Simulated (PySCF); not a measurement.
**Si3H8S2**

The system: Si3H8S2, a small molecule; neutral, singlet. The structure, one conformer, was relaxed in the gas phase by PBE0-D3(BJ)/def2-SVP. No frequency run checks that it is a minimum.

SMILES: [SiH3]S[SiH2]S[SiH3]

Coordinates in Å:
```
Si1     1.867    0.958    0.822
S2      1.254   -1.115    0.760
Si3     0.417   -1.122   -1.215
S4     -1.010    0.461   -1.463
Si5    -2.239    0.038    0.264
H6      0.728    1.848    1.180
H7      2.916    1.031    1.877
H8      2.433    1.358   -0.499
H9      1.450   -0.883   -2.261
H10    -0.207   -2.465   -1.372
H11    -2.414   -1.436    0.414
H12    -3.551    0.689   -0.012
H13    -1.645    0.608    1.505
```

Shieldings: GIAO PBE0/pcSseg-1. Shifts are against computed references at the same level: H TMS (σ 31.27 ppm), Si TMS (σ 352.0 ppm). Core levels by delta-SCF with SCAN, pcX-2 on the ionised atom and pcseg-1 elsewhere, spin-free X2C (2p3/2 is the spin-free 2p value less a third of a first-order spin-orbit splitting); from the vacuum level, for chosen atoms.

Problem. Give the NMR and core-level values of the distinct atoms.

Solution. 
| atoms | bonded to | σ (ppm) | δ (ppm) | core level (eV) |
| --- | --- | --- | --- | --- |
| Si1 Si5 | 1 S + 3 H | 401.2 | -49.2 | 2p3/2 107.34 |
| S2 S4 | 2 Si | 781.7 | - | 2p3/2 168.82 |
| Si3 | 2 S + 2 H | 356.7 | -4.7 | 2p3/2 107.59 |
| H6 H7 H8 | 1 Si | 26.66 | 4.61 | - |
| H9 H10 | 1 Si | 25.80 | 5.47 | - |
| H11 H12 H13 | 1 Si | 26.66 | 4.61 | - |

Values are those of this one static structure, with the three H of a rotating XH3 group averaged; atoms that internal rotation interchanges would show their mean in an NMR spectrum.

Problem. By CAM-B3LYP/def2-SVPD (TDDFT singlets, Tamm-Dancoff triplets, ionisation by delta-SCF), where does absorption start, and what does vertical ionisation take?

Solution. The lowest singlet lies at 6.12 eV (f 0.005), the strongest of the first 6 at 6.72 eV (f 0.054), the lowest triplet at 5.75 eV; vertical ionisation takes 9.42 eV.
